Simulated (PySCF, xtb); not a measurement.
C2H4N2OSi, SMILES O[Si@H]1C=NC=N1.

GFN2-xTB run with xtb at its own geometry gives an orbital gap of 1.72 eV and a dipole moment of 1.52 D.

The structure is a stationary point at r2SCAN-D4/def2-SVP. The structure was generated by enumeration; whether it is a known compound was not checked. The values are those of a single conformer.

Problem. What does PBE0/def2-TZVP run with PySCF give? (The exact figures need the calculation; the answer reports its results.)

Solution. gap 4.91 eV (levels -7.48 and -2.57 eV), dipole 1.49 D.
